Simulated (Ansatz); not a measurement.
`C[O][AlH][Cl]` + `C[SiH](F)[SeH]` → `C[O][AlH2]` + `C[Si](F)(Cl)[SeH]` at 600 K and 1 bar (redistribution).

Gas-phase electronic energies from Ansatz, PBE0-D4/def2-TZVP geometries. CCSD(T)/CBS adds triple-zeta CCSD(T) − MP2 to the extrapolated MP2 energy (def2 sets, frozen cores). For Se outer-core shells are correlated without core-valence functions, which leaves a few kJ/mol of doubt a bond. Scalar relativity is left out up to krypton. Each species was taken in one conformer, which may not be the lowest.

| species | CCSD(T)/CBS energy (Eh) | H − E (kJ/mol) | S (J/(mol·K)) |
| --- | --- | --- | --- |
| `C[O][AlH][Cl]` | -817.53357 | 183.2 | 404.7 |
| `C[SiH](F)[SeH]` | -2830.74610 | 206.3 | 427.1 |
| `C[O][AlH2]` | -358.26893 | 190.1 | 361.4 |
| `C[Si](F)(Cl)[SeH]` | -3289.98488 | 195.9 | 466.5 |

H − E and S are ideal-gas, rigid-rotor, harmonic terms from PBE0-D4/def2-TZVP, for one conformer and one mirror image of each species. 1 Eh = 2625.50 kJ/mol, R = 8.31446 J/(mol·K).

Problem. By hand: ΔE, ΔH, ΔS and ΔG.

Solution. ΔE = (-358.26893) + (-3289.98488) − (-817.53357) − (-2830.74610) = 0.02586 Eh = 67.9 kJ/mol. Δ(H − E) = 190.1 + 195.9 − 183.2 − 206.3 = -3.5, so ΔH = 64.4 kJ/mol. ΔS = 361.4 + 466.5 − 404.7 − 427.1 = -3.9 J/(mol·K). ΔG = 64.4 − 600 × (-3.9)/1000 = 66.7 kJ/mol.

Problem. By hand: the equilibrium constant, and the temperature at which ΔG would vanish if ΔH and ΔS stayed fixed.

Solution. log₁₀ K = −ΔG/(RT ln 10) = -5.8. ΔH and −TΔS have one sign here, so there is no such temperature.

The number of gas molecules stays the same, so ΔS is small and ΔH decides. A doubt of 5 kJ/mol in ΔE shifts log₁₀ K by 0.4 here. Other conformers and mirror images would add mixing entropy, several J/(mol·K) or more a flexible species. These are equilibria of isolated gas molecules and say nothing of rates. Largest T1 diagnostic: 0.012 (customary marks: 0.02 for closed shells, 0.045 for open ones).

ΔS is within the doubt of such terms, so its sign, and with it that verdict, could turn.
